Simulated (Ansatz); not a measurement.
Species: ZrF2, charge 0, multiplicity 3. The spin state was set by rule; other spins were not relaxed. SMILES: [F][Zr][F]
Geometry: optimised at B3LYP-D3(BJ)/def2-TZVP (Ansatz, a quantum-chemistry and plane-wave program).

Computed values are from Ansatz. Valence correlation only, unless marked. UHF or UKS for open shells. No spin-orbit coupling. The frozen core is the preceding noble-gas configuration, with the filled d and f shells of earlier blocks. Past Kr the def2 sets carry scalar-relativistic core potentials. CBS marks a two-point X^-3 extrapolation of the correlation energy; Hartree-Fock from the larger set. [CCSD(T)-MP2]/basis is that difference in the basis named.

Question: What is the total energy at RI-MP2/CBS(def2-TZVPPD,def2-QZVPPD)+[CCSD(T)-MP2]/def2-TZVPPD?

Answer: -246.3286 Eh.

Question: What is the atomisation energy De at RI-MP2/CBS(def2-TZVPPD,def2-QZVPPD)+[CCSD(T)-MP2]/def2-TZVPPD?

Answer: 1272.5 kJ/mol.

Question: What is the T1 diagnostic at CCSD/def2-TZVPPD?

Answer: 0.020.

Question: What is the vertical ionisation energy (to the doublet) at RI-MP2/CBS(def2-TZVPPD,def2-QZVPPD)+[CCSD(T)-MP2]/def2-TZVPPD?

Answer: 7.19 eV.

Question: What is the dipole moment at CCSD(T)/def2-SVPD?

Answer: 1.29 D.
